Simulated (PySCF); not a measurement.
Harmonic spectrum computed at PBE0 in the def2-TZVP basis family (core potentials from Rb on, PySCF, no spin–orbit coupling):

| ω (cm⁻¹) | IR (km/mol) |
| --- | --- |
| 176 | 0.0 |
| 558 | 9.4 |
| 865 | 340 |

Which molecule gave it? In each, all ligands are bound to the one heavy central atom.
A. BBr₂ (doublet)
B. GeBr₂ (singlet)
C. BeBr₂ (singlet)
D. SeBr₂ (singlet)

A. It has C2v symmetry with B–Br 1.878 Å (×2).
